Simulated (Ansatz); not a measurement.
Program: Ansatz. Geometries: PBE0-D4/def2-TZVP. ΔE: electronic, gas phase. CBS: MP2 limit from def2 TZ/QZ plus the TZ coupled-cluster correction, frozen cores. Functionals use def2-TZVPP. B3LYP here is the variant with VWN-RPA as its local correlation; programs differ in this. One conformer a species, not always the lowest.

Reaction (formal exchange of groups at the Si–C bond): `C[SiH2]C1=C[SiH2]1` + `C[SiH2]Cl` → `C[SiH2][SiH](C)Cl` + `C1=C[SiH2]1`

```
        level  ΔE (eV)
      ωB97X-V     0.22
      ωB97M-V     0.27
        B3LYP     0.26
HF/def2-QZVPP     0.37
```

Question: What does CCSD(T)/CBS give? (Best estimate.)

Answer: Ansatz gave: +0.26 eV. The listed levels differ from it by -0.04, 0.01, 0.00, 0.11 eV.

Largest T1 diagnostic among the species: 0.013.
